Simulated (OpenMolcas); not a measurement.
A run on Os5+ among 6 point charges of -1.7 e arranged as a trigonal antiprism (D3d), 1.67 Å from the ion, with a polar angle of 64.6° against the regular 54.74°.

* Program: OpenMolcas
* Method: CASSCF
* Basis: ANO-RCC-VDZP [7s6p4d2f1g]
* Scalar Hamiltonian: DKH2, point nucleus
* Active space: 3 electrons in 5 orbitals (5d)
* State averaging: 2S+1 = 4 even, 10 roots; 2S+1 = 2 even, 40 roots
* Spin-orbit coupling: state interaction with AMFI integrals over the reference wave functions

68 basis functions. Blocks (2S+1, parity, CSFs, roots kept): 4, even, 10, 10; 2, even, 40, 40.

Task: How long do the RASSCF and RASSI steps take on 1 thread of Arm Neoverse N1, with other jobs on the host?

Result: About 16 s of wall time, without the integral step.
